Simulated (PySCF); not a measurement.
**Working out the ionisation energy of O²⁺**

O²⁺ [He] 2s2 2p2 (3P) → O³⁺ [He] 2s2 2p1 (2P). Calculation: PySCF 2.14, in aug-cc-pVDZ-DK (4s3p2d, 23 functions); the spin-free X2C one-electron Hamiltonian (Gaussian nucleus). Frozen: 1s2. Energies in hartree (1 hartree = 27.21139 eV):

```
             part  O²⁺ (lower)  O³⁺ (upper)
              UHF   -73.136229   -71.128753
MP2 opposite-spin    -0.048381    -0.048443
    MP2 same-spin    -0.007941    -0.002330
```

Problem. What does Hartree-Fock give?

Solution. (-71.128753) − (-73.136229) = 2.007476 hartree = 54.626 eV.

Problem. What do MP2 and SCS-MP2 (6/5 opposite-spin, 1/3 same-spin) give?

Solution. The opposite-spin parts differ by -0.002 eV and the same-spin parts by 0.153 eV. MP2: 54.626 + (-0.002) + (0.153) = 54.777 eV. SCS-MP2: 54.626 + 1.2 × (-0.002) + (0.153)/3 = 54.675 eV.

A first-order spin-orbit estimate adds -0.003 eV to MP2 (valence), giving 54.774 eV against 54.936 eV (semi-empirical (NIST evaluation); NIST Atomic Spectra Database, ionization energies).

A double-zeta basis recovers only part of the correlation energy.

What remains against the reference includes basis incompleteness, the frozen core and correlation beyond second order.
